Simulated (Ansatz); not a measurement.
Born–Oppenheimer molecular dynamics of a periodic cell of 12 atoms, HF (contents 6 HF, density as packed 1.09 g/cm³ with natural masses). It goes on from the last frame of an earlier run, with new velocities.

These are results of DFT PBE-D3(BJ), scalar-relativistic, plane waves, PAW (Ansatz), not measurements. Settings: accuracy low, cutoff 420 eV, k mesh 1x1x1, fermi-dirac smearing 0.02 eV, no spin polarisation.

* ensemble: NVT, Langevin thermostat
* time step: 0.75 fs
* steps asked: 200
* set temperature: 1000 K
* friction: 0.5 /fs
* seed: 544918

Frames 1.5 fs apart, positions in Å, forces in eV/Å.

Velocities at 52.5 fs (Å/ps):

```
F 8.14 1.27 2.90
H -25.14 -30.60 -0.96
F 7.02 1.79 -5.98
H -43.22 25.73 7.08
F 4.32 6.30 4.59
H -1.14 -7.74 30.07
F -0.62 -1.29 6.16
H 5.63 -45.63 1.32
F 15.60 11.59 3.12
H 10.17 -18.99 -2.29
F 0.75 10.05 -2.47
H -1.52 50.99 -7.08
```

```xyz
12
Lattice="5.6836 0.0000 0.0000 0.0000 5.6836 0.0000 0.0000 0.0000 5.6836" Properties=species:S:1:pos:R:3:forces:R:3 time_fs=52.5 energy_less_start_eV=0.361 T=843
F 2.309 -0.128 3.823 -0.08 0.40 -1.70
H 2.111 -0.101 2.847 0.20 -0.42 2.05
F 0.726 2.758 3.720 -0.59 -0.45 -0.14
H 0.200 1.988 3.531 0.49 0.45 0.20
F 1.745 4.969 1.448 -3.18 -0.76 1.90
H 2.467 5.204 1.001 3.14 0.73 -2.34
F 5.259 0.516 4.799 -0.05 -0.74 -0.90
H 4.767 -0.340 4.713 0.31 1.27 0.61
F -1.290 2.037 0.858 0.87 0.23 -0.38
H -0.733 1.715 0.127 -0.76 -0.54 0.69
F 3.987 4.346 5.689 -0.25 0.60 -0.55
H 4.630 3.709 5.934 -0.09 -0.76 0.56
12
Lattice="5.6836 0.0000 0.0000 0.0000 5.6836 0.0000 0.0000 0.0000 5.6836" Properties=species:S:1:pos:R:3:forces:R:3 time_fs=54.0 energy_less_start_eV=0.317 T=789
F 2.316 -0.125 3.818 0.01 0.26 -0.75
H 2.062 -0.163 2.881 0.17 -0.24 1.08
F 0.734 2.748 3.719 -0.14 0.24 0.03
H 0.182 2.005 3.579 0.06 -0.24 -0.01
F 1.746 4.979 1.454 -1.71 -0.28 0.87
H 2.501 5.187 0.994 1.60 0.21 -1.28
F 5.253 0.519 4.802 -0.41 -1.45 -1.02
H 4.755 -0.367 4.708 0.68 2.04 0.71
F -1.274 2.049 0.855 0.98 0.08 -0.66
H -0.744 1.702 0.102 -0.92 -0.36 1.02
F 3.989 4.353 5.684 -1.71 1.93 -1.18
H 4.618 3.760 5.944 1.41 -2.18 1.17
12
Lattice="5.6836 0.0000 0.0000 0.0000 5.6836 0.0000 0.0000 0.0000 5.6836" Properties=species:S:1:pos:R:3:forces:R:3 time_fs=55.5 energy_less_start_eV=0.375 T=1088
F 2.319 -0.113 3.809 0.91 0.42 2.18
H 2.032 -0.192 2.949 -0.68 -0.38 -1.87
F 0.736 2.737 3.712 -0.85 -0.63 -0.05
H 0.148 1.982 3.637 0.77 0.61 0.08
F 1.733 4.987 1.451 0.68 0.28 -0.57
H 2.561 5.168 0.998 -0.83 -0.40 0.21
F 5.253 0.530 4.801 -0.99 -2.03 -1.10
H 4.685 -0.369 4.706 1.19 2.62 0.89
F -1.264 2.064 0.852 0.88 0.23 -0.56
H -0.761 1.710 0.089 -0.76 -0.50 0.88
F 3.990 4.363 5.677 0.80 -0.29 -0.31
H 4.705 3.753 5.936 -1.12 0.08 0.23
12
Lattice="5.6836 0.0000 0.0000 0.0000 5.6836 0.0000 0.0000 0.0000 5.6836" Properties=species:S:1:pos:R:3:forces:R:3 time_fs=57.0 energy_less_start_eV=0.579 T=662
F 2.318 -0.097 3.806 0.98 0.50 2.18
H 2.001 -0.225 2.963 -0.70 -0.45 -1.94
F 0.740 2.727 3.711 -1.59 -1.43 -0.05
H 0.112 1.965 3.664 1.52 1.40 0.08
F 1.714 4.996 1.448 2.03 0.48 -1.42
H 2.572 5.163 0.949 -2.20 -0.66 1.12
F 5.260 0.541 4.803 -1.09 -1.96 -1.07
H 4.671 -0.349 4.711 1.21 2.52 0.90
F -1.264 2.074 0.855 0.99 0.19 -0.82
H -0.783 1.718 0.069 -0.81 -0.48 1.10
F 3.990 4.365 5.665 1.89 -1.07 -0.11
H 4.756 3.735 5.898 -2.23 0.94 0.02
12
Lattice="5.6836 0.0000 0.0000 0.0000 5.6836 0.0000 0.0000 0.0000 5.6836" Properties=species:S:1:pos:R:3:forces:R:3 time_fs=58.5 energy_less_start_eV=0.557 T=1065
F 2.323 -0.088 3.814 -0.14 0.04 -0.75
H 1.989 -0.245 2.911 0.46 0.01 0.93
F 0.744 2.720 3.716 -2.07 -1.95 -0.02
H 0.096 1.946 3.691 2.01 1.95 0.02
F 1.712 4.986 1.455 2.33 0.42 -1.86
H 2.557 5.115 0.886 -2.48 -0.63 1.61
F 5.270 0.541 4.807 -0.50 -1.14 -0.90
H 4.719 -0.318 4.729 0.62 1.69 0.68
F -1.274 2.076 0.855 1.24 -0.05 -1.23
H -0.794 1.699 0.060 -1.05 -0.21 1.53
F 4.000 4.357 5.645 2.11 -1.22 0.15
H 4.774 3.731 5.914 -2.53 1.07 -0.15
12
Lattice="5.6836 0.0000 0.0000 0.0000 5.6836 0.0000 0.0000 0.0000 5.6836" Properties=species:S:1:pos:R:3:forces:R:3 time_fs=60.0 energy_less_start_eV=0.669 T=1189
F 2.327 -0.074 3.821 -0.61 -0.17 -2.17
H 2.003 -0.239 2.860 0.92 0.23 2.35
F 0.739 2.712 3.715 -2.48 -2.68 0.00
H 0.101 1.892 3.704 2.44 2.72 -0.04
F 1.724 4.985 1.469 2.09 0.49 -1.91
H 2.534 5.144 0.863 -2.22 -0.71 1.63
F 5.263 0.545 4.811 1.16 1.37 -0.67
H 4.801 -0.269 4.755 -0.99 -0.91 0.28
F -1.274 2.088 0.854 1.38 -0.37 -1.43
H -0.800 1.695 0.050 -1.24 0.14 1.90
F 4.013 4.340 5.631 1.79 -0.81 0.38
H 4.778 3.772 5.974 -2.25 0.70 -0.32
12
Lattice="5.6836 0.0000 0.0000 0.0000 5.6836 0.0000 0.0000 0.0000 5.6836" Properties=species:S:1:pos:R:3:forces:R:3 time_fs=61.5 energy_less_start_eV=0.331 T=1079
F 2.333 -0.073 3.827 -0.18 0.05 -0.57
H 1.984 -0.257 2.939 0.49 0.04 0.84
F 0.730 2.704 3.705 -1.83 -2.15 -0.06
H 0.148 1.879 3.681 1.82 2.24 0.01
F 1.730 4.988 1.486 1.37 0.54 -1.49
H 2.490 5.244 0.901 -1.57 -0.75 1.14
F 5.260 0.557 4.825 1.34 1.73 -0.67
H 4.841 -0.270 4.770 -1.16 -1.39 0.27
F -1.272 2.108 0.851 1.28 -0.61 -1.33
H -0.815 1.683 0.052 -1.19 0.32 1.90
F 4.030 4.322 5.620 0.13 0.54 -0.38
H 4.725 3.797 6.000 -0.49 -0.56 0.34
12
Lattice="5.6836 0.0000 0.0000 0.0000 5.6836 0.0000 0.0000 0.0000 5.6836" Properties=species:S:1:pos:R:3:forces:R:3 time_fs=63.0 energy_less_start_eV=0.239 T=793
F 2.340 -0.071 3.833 1.33 0.96 3.30
H 2.021 -0.275 3.027 -1.07 -0.85 -2.98
F 0.725 2.701 3.700 -0.08 0.32 0.00
H 0.197 1.928 3.681 0.07 -0.23 -0.02
F 1.744 4.984 1.498 0.36 0.24 -0.76
H 2.440 5.301 0.923 -0.57 -0.42 0.36
F 5.267 0.564 4.836 0.24 -0.74 -0.89
H 4.888 -0.351 4.763 -0.08 1.14 0.57
F -1.281 2.110 0.849 0.91 -0.30 -0.56
H -0.804 1.672 0.104 -0.87 -0.03 1.12
F 4.049 4.319 5.608 -1.11 1.56 -1.26
H 4.696 3.800 5.994 0.88 -1.65 1.13
12
Lattice="5.6836 0.0000 0.0000 0.0000 5.6836 0.0000 0.0000 0.0000 5.6836" Properties=species:S:1:pos:R:3:forces:R:3 time_fs=64.5 energy_less_start_eV=0.306 T=783
F 2.342 -0.071 3.825 1.14 0.95 3.06
H 2.053 -0.297 3.009 -0.90 -0.82 -2.67
F 0.730 2.703 3.690 1.52 2.61 0.05
H 0.222 1.972 3.666 -1.53 -2.52 -0.08
F 1.757 4.978 1.507 0.18 0.17 -0.70
H 2.421 5.336 0.927 -0.40 -0.36 0.21
F 5.271 0.574 4.841 -0.14 -1.79 -0.94
H 4.893 -0.389 4.767 0.26 2.15 0.76
F -1.278 2.116 0.841 0.87 -0.22 -0.28
H -0.774 1.646 0.139 -0.82 -0.08 0.81
F 4.052 4.315 5.596 -0.14 0.90 -0.79
H 4.694 3.789 6.034 -0.05 -0.99 0.55
12
Lattice="5.6836 0.0000 0.0000 0.0000 5.6836 0.0000 0.0000 0.0000 5.6836" Properties=species:S:1:pos:R:3:forces:R:3 time_fs=66.0 energy_less_start_eV=0.260 T=926
F 2.347 -0.077 3.827 0.02 0.12 -0.05
H 2.020 -0.294 2.949 0.30 0.04 0.50
F 0.733 2.711 3.670 -0.04 0.35 -0.03
H 0.173 1.962 3.671 0.02 -0.28 0.01
F 1.754 4.985 1.523 1.39 0.86 -2.05
H 2.427 5.362 0.882 -1.66 -1.09 1.51
F 5.268 0.586 4.840 -0.13 -1.82 -0.74
H 4.883 -0.391 4.822 0.25 2.13 0.64
F -1.282 2.117 0.823 1.38 -0.49 -0.53
H -0.701 1.607 0.175 -1.34 0.30 1.03
F 4.055 4.320 5.588 0.75 0.27 -0.15
H 4.686 3.759 6.069 -0.93 -0.38 -0.12
12
Lattice="5.6836 0.0000 0.0000 0.0000 5.6836 0.0000 0.0000 0.0000 5.6836" Properties=species:S:1:pos:R:3:forces:R:3 time_fs=67.5 energy_less_start_eV=0.542 T=754
F 2.344 -0.084 3.832 0.44 0.38 1.06
H 1.964 -0.279 3.002 -0.06 -0.21 -0.61
F 0.734 2.725 3.660 -2.28 -2.38 0.07
H 0.083 1.930 3.693 2.24 2.40 -0.07
F 1.741 4.989 1.531 2.20 1.28 -3.01
H 2.437 5.369 0.841 -2.53 -1.51 2.48
F 5.273 0.587 4.833 -0.03 -1.79 -0.51
H 4.926 -0.399 4.893 0.11 2.08 0.27
F -1.273 2.115 0.808 0.87 -0.12 0.11
H -0.678 1.603 0.221 -0.84 0.00 0.42
F 4.065 4.324 5.593 0.09 0.91 -0.63
H 4.669 3.774 6.069 -0.20 -1.03 0.44
12
Lattice="5.6836 0.0000 0.0000 0.0000 5.6836 0.0000 0.0000 0.0000 5.6836" Properties=species:S:1:pos:R:3:forces:R:3 time_fs=69.0 energy_less_start_eV=0.412 T=679
F 2.330 -0.093 3.840 0.45 0.35 1.03
H 1.879 -0.259 3.041 -0.02 -0.18 -0.61
F 0.733 2.729 3.658 -2.25 -2.11 0.20
H 0.055 1.972 3.735 2.21 2.14 -0.23
F 1.734 4.997 1.522 1.88 1.00 -2.83
H 2.419 5.334 0.824 -2.25 -1.25 2.32
F 5.280 0.582 4.822 0.16 -1.19 -0.38
H 4.962 -0.377 4.906 -0.11 1.46 0.14
F -1.268 2.111 0.808 -0.03 0.62 0.96
H -0.680 1.593 0.283 0.10 -0.69 -0.45
F 4.065 4.327 5.599 0.77 0.22 -0.01
H 4.683 3.756 6.081 -0.92 -0.35 -0.12
```

Of the whole run (150 fs, mean temperature of the second half 922 K): A run of 0.15 ps of so small a system gives no equilibrium averages. The friction is so strong that the motion is overdamped, so the time scale means little. Limits of this set-up: coarse k mesh, low accuracy level.

The run took 2.6 min on 1 CPU thread of a shared host.
